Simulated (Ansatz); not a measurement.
System: SnH$_{3}$, charge 0, multiplicity 2. 
Coordinates optimised at B3LYP-D3(BJ)/def2-TZVP (Ansatz, a program for electronic structure):
```xyz
4

Sn    -0.0223     0.0222    -0.0102
H      0.2617    -1.1367    -1.2542
H     -0.6051    -0.7889     1.3947
H      1.4594     0.8166     0.3703
```
Charge 0, spin multiplicity 2.

Basis-set convergence of Hartree-Fock and CCSD correlation energies (hartree) with Ansatz. Correlated levels leave the core frozen unless marked. Open shells are spin-unrestricted. Spin-orbit coupling is left out. The frozen core is the preceding noble-gas configuration, with the filled d and f shells of earlier blocks. In def2 rows, elements after Kr have scalar-relativistic effective core potentials.

| basis | functions | E(HF) | E(corr, CCSD) |
|---|---|---|---|
| def2-SVP | 41 | -215.03850 | -0.10673 |
| def2-TZVPP | 92 | -215.04856 | -0.12810 |
| def2-QZVPP | 172 | -215.05039 | -0.13378 |

Extrapolating the two largest sets (X = 3 and 4) as X^-3: E(corr) = (64·(-0.13378) - 27·(-0.12810))/37 = -0.1379 Eh, an estimate of the basis-set limit. The largest set recovers 97.0 % of it, the smallest 77.4 %.
